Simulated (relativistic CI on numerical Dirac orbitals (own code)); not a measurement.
# Cubic crystal-field splitting of Lu⁴⁺ by operator equivalents

Problem. Lu⁴⁺ (4f13) sits in a cubic field with the Wybourne parameters B⁴₀ = 3090 and B⁶₀ = 370 cm⁻¹. Find the levels of its ground J multiplet, neglecting the mixing with the other J.

Working.
1. One f hole has the ground level ²F7/2 with g_J = 8/7 and the Stevens factors β = −2/1155 and γ = 4/27027.
2. Stevens form: B₄ = β B⁴₀/8 = -0.6688 and B₆ = γ B⁶₀/16 = 0.00342 cm⁻¹, in H = B₄(O₄⁰ + 5O₄⁴) + B₆(O₆⁰ − 21O₆⁴).
3. For J = 7/2 the eigenvalues are E(Γ6) = 840B₄ − 25200B₆ = -648.1, E(Γ7) = −1080B₄ − 15120B₆ = 670.6 and E(Γ8) = 120B₄ + 20160B₆ = -11.3 cm⁻¹.
4. Order and energies above the lowest: Γ6 0.0, Γ8 636.8, Γ7 1318.7 cm⁻¹. A Γ6 ground doublet has the isotropic |g| = 2.667.

Check. Diagonalising spin-orbit coupling (free-ion gap 11746 cm⁻¹, from a Dirac-Coulomb-Breit calculation) and field together in all 14 states gives Γ6 0.0, Γ8 617.2, Γ7 1311.7 cm⁻¹, with |g| = 2.667. The other multiplet starts at 12119 cm⁻¹; the differences from the hand values come from J mixing and grow with the ratio of the field to that gap.
